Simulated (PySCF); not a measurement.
## Substituent chemical shifts

Parent skeleton `[BH2-:1]1[O:2][CH:3]=[CH:4][CH:5]=[O+:6]1`; one hydrogen on atom 5 is replaced by X. Hydrogens on one atom are averaged.

PySCF calculation with shieldings: GIAO PBE0/pcSseg-1 and PBE0-D3(BJ)/def2-SVP structure; one computed conformer, non-relativistic Hamiltonian, averaged over atoms made equivalent by symmetry, fast rotation or ring inversion, no solvent model.

References, each an isolated molecule treated in the same way: 11B against BF3·OEt2; H2O for 17O; 13C, 1H vs TMS.

Parent (X = H): B1 4.4, O2 288.4, C3 186.2, C4 101.7, C5 186.2, O6 288.4, H(B1) 4.27, H(C3) 7.46, H(C4) 4.95 ppm. Effects are Δδ = δ(X) − δ(H), positive for deshielding.

Known members:
```json
{"X": "iPr", "B1": "-5.1", "O2": "-12.1", "C3": "-0.6", "C4": "+0.1", "C5": "+21.4", "O6": "+9.8", "H(B1)": "-0.55", "H(C3)": "+0.22", "H(C4)": "+0.59"}
{"X": "cPr", "B1": "-4.8", "O2": "-15.3", "C3": "-3.3", "C4": "+4.0", "C5": "+15.2", "O6": "-34.7", "H(B1)": "-0.60", "H(C3)": "+0.10", "H(C4)": "+0.73"}
{"X": "allyl", "B1": "-5.0", "O2": "-7.3", "C3": "-0.4", "C4": "+2.8", "C5": "+13.4", "O6": "+2.0", "H(B1)": "-0.50", "H(C3)": "+0.19", "H(C4)": "+0.76"}
{"X": "CF3", "B1": "+1.3", "O2": "+11.0", "C3": "+3.3", "C4": "-4.5", "C5": "-3.8", "O6": "-13.8", "H(B1)": "+0.09", "H(C3)": "+0.22", "H(C4)": "+0.28"}
```

Four more derivatives gave (Δδ, ppm):
| compound | B1 | O2 | C3 | C4 | C5 | O6 | H(B1) | H(C3) | H(C4) |
| --- | --- | --- | --- | --- | --- | --- | --- | --- | --- |
| 1 | -4.9 | -5.3 | +0.2 | +1.7 | +12.1 | -26.7 | -0.54 | +0.30 | +1.16 |
| 2 | -0.5 | -38.8 | -3.8 | -14.4 | -8.9 | -54.0 | -0.10 | -0.08 | -0.36 |
| 3 | -4.0 | -31.2 | -4.1 | -10.1 | -5.7 | -53.3 | -0.49 | +0.18 | +0.08 |
| 4 | -3.3 | -37.2 | -2.1 | -11.0 | -6.0 | -58.5 | -0.49 | +0.16 | +0.13 |

Question: Their substituents are CH2OCH3, N(SiH3)2, OCH3, OSiMe3. Which is which?

Answer: 1: X = CH2OCH3 (COCC1=[O+][BH2-]OC=C1); 2: X = OSiMe3 (C[Si](C)(C)OC1=[O+][BH2-]OC=C1); 3: X = N(SiH3)2 ([SiH3]N([SiH3])C1=[O+][BH2-]OC=C1); 4: X = OCH3 (COC1=[O+][BH2-]OC=C1).

Unscaled 17O shifts of doubly bonded oxygen tend to come out too high, by tens of ppm or more. Experimental scales use liquid or dissolved standards, which lie at an offset from isolated H2O (liquid H2O: subtract about 36 ppm).
